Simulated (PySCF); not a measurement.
A survey of ²⁹Si NMR shifts

Non-relativistic Hamiltonian, in vacuum, one computed conformer, rapidly exchanging positions averaged. Coordinates at the GFN2-xTB level; shieldings: GIAO PBE0/pcSseg-1; PySCF 2.14.0 with density-fitted response routines.

Shieldings were converted by a linear fit to measured shifts: ²⁹Si (scatter 8.9 ppm rms, 25.8 ppm with the 6 outliers that the fit left out vs TMS, solution or neat liquid). A few per cent of atoms miss by over 2 rms, more outside the fitted compound classes.

**Question.** Give the ²⁹Si shifts of `[SiH3]c1cccs1`, `O[SiH2][SiH]([SiH3])[SiH3]`, `O[SiH2][SiH]([SiH3])[SiH3]`, `C=C[Si@@H](O[SiH3])[Si@H](C)P`.

**Answer.** 
| compound | environment | δ (ppm) |
| --- | --- | --- |
| [SiH3]c1cccs1 | silicon bonded to C, 3 H | -71.7 |
| [OH:1][SiH2:2][SiH:3]([SiH3:4])[SiH3:5] | Si2: silicon bonded to O, Si, 2 H | -18.5 |
| [OH:1][SiH2:2][SiH:3]([SiH3:4])[SiH3:5] | Si4/5: silicon bonded to Si, 3 H (×2) | -98.6 |
| [OH:1][SiH2:2][SiH:3]([SiH3:4])[SiH3:5] | Si3: silicon bonded to 3 Si, H | -126.3 |
| [OH:1][SiH2:2][SiH:3]([SiH3:4])[SiH3:5] | Si2: silicon bonded to O, Si, 2 H | -18.5 |
| [OH:1][SiH2:2][SiH:3]([SiH3:4])[SiH3:5] | Si4/5: silicon bonded to Si, 3 H (×2) | -98.6 |
| [OH:1][SiH2:2][SiH:3]([SiH3:4])[SiH3:5] | Si3: silicon bonded to 3 Si, H | -126.3 |
| [CH2:1]=[CH:2][Si@@H:3]([O:4][SiH3:5])[Si@H:6]([CH3:7])[PH2:8] | Si3: silicon bonded to C, O, Si, H | -19.4 |
| [CH2:1]=[CH:2][Si@@H:3]([O:4][SiH3:5])[Si@H:6]([CH3:7])[PH2:8] | Si5: silicon bonded to O, 3 H | -42.3 |
| [CH2:1]=[CH:2][Si@@H:3]([O:4][SiH3:5])[Si@H:6]([CH3:7])[PH2:8] | Si6: silicon bonded to C, P, Si, H | -53.0 |

**Question.** Order these by ²⁹Si shift, lowest first.
A. C=C(Cl)O[SiH2]C
B. CCS[C@@H]1C[Si@H]1CC
C. C/C=C/CCSC[SiH3]

**Answer.** B (-91.4 ppm, silicon bonded to 3 C, H, in a 3-membered ring), C (-67.5 ppm, silicon bonded to C, 3 H), A (-21.1 ppm, silicon bonded to C, O, 2 H).
